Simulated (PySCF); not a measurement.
# CrF₅⁺: one-bond stretch

Method: PySCF, PBE0, basis Cr def2-SVP, F def2-SVP (no relativity, density fitting).

Rigid scan from the singlet minimum (Cr–F 1.630 Å (×3), Cr–F 1.667 Å (×2); F–Cr–F 90.0° (×6), F–Cr–F 120.0° (×3), F–Cr–F 180.0°). Coordinate: the bond from Cr to the last atom (F) scaled, the rest fixed. Energies in kJ/mol from the minimum.

Task: Predict the curve at 0.92, 0.96, 1.00, 1.05, 1.12, 1.20, 1.35, 1.55, 1.80, 2.20.

Result: 
| scale of one bond | E (kJ/mol) | dipole size (D, about the centre of mass) |
| --- | --- | --- |
| 0.92 | 41.9 | 0.63 |
| 0.96 | 9.1 | 0.29 |
| 1.00 | 0.0 | 0.00 |
| 1.05 | 10.5 | 0.31 |
| 1.12 | 48.4 | 0.65 |
| 1.20 | 105.8 | 0.91 |
| 1.35 | 215.6 | 1.10 |
| 1.55 | 331.1 | – |
| 1.80 | 423.9 | – |
| 2.20 | 493.8 | – |

At long bonds a restricted determinant can lie too high, and another spin state can fall below this curve.

Other isomers or separated fragments may lie lower.
